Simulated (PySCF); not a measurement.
BH₆NO₂Si, SMILES OB(O)N[SiH3].

Geometry optimised at TPSSh-D3(BJ)/def2-SVP. This is a generated structure with no PubChem entry under its InChIKey; it may be hypothetical. The values are those of a single conformer.

Two levels are set side by side: TDA-PBE/def2-SVPD (PySCF) and TDA-ωB97X/def2-SVPD (PySCF). Vertical, same geometry. The lowest singlet is HOMO→LUMO 100 % with PBE and HOMO→LUMO 79 % with the other functional; states are paired by order. Differences are taken from unrounded values.

```json
[
 {"quantity": "lowest singlet excitation (eV)", "TDA-ωB97X": "6.86", "TDA-PBE": "5.41", "TDA-PBE minus TDA-ωB97X": "-1.45"},
 {"quantity": "lowest triplet excitation (TDA) (eV)", "TDA-ωB97X": "6.69", "TDA-PBE": "5.26", "TDA-PBE minus TDA-ωB97X": "-1.42"},
 {"quantity": "first bright state (f over 0.05) (eV)", "TDA-ωB97X": "8.52", "TDA-PBE": "7.30", "TDA-PBE minus TDA-ωB97X": "-1.23"},
 {"quantity": "its oscillator strength", "TDA-ωB97X": "0.16", "TDA-PBE": "0.11", "TDA-PBE minus TDA-ωB97X": "-0.05"}
]
```

Functionals without exact exchange tend to place singlet excitations lower, as here. Differences between two approximate levels are no errors against the true value.

Rough cost on one machine, each run with all the roots and properties that it gave: TDA-ωB97X against TDA-PBE about 4 times.
